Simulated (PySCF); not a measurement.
Compound: n-GeSiGeSiH10.
Geometry (PBE0-D3(BJ)/def2-SVP, Å), atoms numbered from 1 in this order:
```
atom  x, y, z in Å
Ge1   -0.9954   -2.1685    0.2790
Si2    1.1167   -1.1811   -0.2165
Ge3    1.1326    1.0769    0.5462
Si4   -0.6547    2.2399   -0.5156
H5    -2.1023   -1.4448   -0.5120
H6    -1.0199   -3.6616   -0.0952
H7    -1.3084   -2.0313    1.7810
H8     1.3265   -1.1936   -1.6988
H9     2.2160   -1.9711    0.4220
H10    0.9285    1.1015    2.0749
H11    2.4798    1.7553    0.2261
H12   -1.9572    1.6532   -0.0737
H13   -0.6405    3.6956   -0.1760
H14   -0.5411    2.0859   -1.9982
```

Level of theory: TDDFT CAM-B3LYP/def2-SVPD, vertical, gas phase, core orbitals frozen in the response (PySCF 2.14.0, density-fitted response routines). The CAM-B3LYP/def2-SVPD calculation is non-relativistic and has no spin–orbit coupling, an omission that weighs most on germanium.

Frontier orbitals with the atoms that hold most of them (Löwdin shares over 4%, at most four atoms; ? is withheld):

```
orbital  ε (eV)                               atoms
 HOMO-3  -10.80    Ge1 29%, H5 19%, H7 14%, Si2 10%
 HOMO-2  -10.12   Ge3 22%, Si2 21%, H10 13%, H8 11%
 HOMO-1   -9.42                                   ?
   HOMO       ?  Ge3 29%, Si2 28%, Ge1 12%, Si4 12%
   LUMO    0.57                                   ?
 LUMO+1    0.64  Ge3 20%, Si2 17%, Si4 13%, Ge1 12%
 LUMO+2    0.88   Si2 23%, Ge3 17%, Ge1 12%, H9 11%
```

Give the leading atoms of the LUMO.

Ge1 (bonded to Si and 3 H) 26%; Ge3 (bonded to 2 Si and 2 H) 16%; Si2 (bonded to 2 Ge and 2 H) 11%; H6 (bonded to Ge) 11%. By element: germanium 42%, silicon 11% or more, hydrogen 11% or more.

Which atoms hold the HOMO-1, and with what shares?

Ge3 (bonded to 2 Si and 2 H) 19%; Si2 (bonded to 2 Ge and 2 H) 18%; Ge1 (bonded to Si and 3 H) 17%; Si4 (bonded to Ge and 3 H) 16%. By element: germanium 36%, silicon 34%.

What is the HOMO energy, and the HOMO–LUMO gap?

ε(HOMO) = -8.97 eV; the gap is 9.54 eV (0.3507 hartree).

The HOMO–LUMO gap is 9.54 eV. Where does the response calculation put the lowest singlet, and from which orbitals?

S1 is at 6.69 eV (f = 0.075), 2.85 eV below the gap, made of HOMO→LUMO (72%), HOMO→LUMO+4 (10%). 

Next come S2 at 6.81 eV (f 0.183), HOMO→LUMO+5 (24%), HOMO→LUMO+2 (23%), HOMO→LUMO+1 (22%); S3 at 6.94 eV (f 0.086), HOMO→LUMO+1 (52%), HOMO→LUMO+2 (13%), HOMO→LUMO+4 (11%); S4 at 7.09 eV (f 0.043), HOMO→LUMO+4 (26%), HOMO-1→LUMO (24%), HOMO→LUMO+3 (18%); S5 at 7.17 eV (f 0.020), HOMO-1→LUMO (37%), HOMO-1→LUMO+1 (12%), HOMO→LUMO+4 (12%).

Löwdin shares depend on the basis, the more so with diffuse functions.

One conformer stands for the species.
